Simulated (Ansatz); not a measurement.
The same path of FGeH$_{3}$O (6 atoms, charge 0, multiplicity 1) was run twice with different band settings. Lost on the way: Ge1–F2, Ge1–H3. Made: F2–H3.

These are results of Ansatz, RKS PBE-D4/def2-SVP, not measurements.

Relaxed end points:

```xyz
6
Properties=species:S:1:pos:R:3
Ge 0.232 -0.055 0.039
F 0.161 0.047 1.797
H 1.699 0.122 -0.396
O -0.628 1.355 -0.635
H -1.584 1.321 -0.442
H -0.459 -1.398 -0.316
```

```xyz
6
Properties=species:S:1:pos:R:3
Ge 0.083 -0.249 -0.878
F 1.101 0.004 1.389
H 1.872 0.327 0.958
O -0.854 1.308 -0.826
H -1.719 1.197 -0.389
H -1.062 -1.194 -0.207
```

Common settings: movable images 5; climbing image yes; spring 5.0 eV/Å²; start path through a guess of the saddle point; force threshold 0.05 eV/Å; iteration limit 60; end points relaxed.

| run | optimiser | largest step |
| --- | --- | --- |
| 1 | quadratic models (default) | default |
| 2 | lbfgs | 0.5 Å |

Task: What does each run give, and how far can it be trusted?

Result: Run 1: converged after 9 iterations, highest image 2.213 eV above the first end. A vibrational analysis at the climbing image gives one clearly imaginary mode, 1074i cm⁻¹: a first-order saddle point.
Run 2: converged after 32 iterations, highest image 2.215 eV above the first end. Another band between the same ends (5 images) ends at a top of the same energy, where a vibrational analysis finds 1 clearly imaginary mode.
The orbitals stay closed-shell, which can raise the energy where a bond breaks towards radicals; this wasn't checked here.
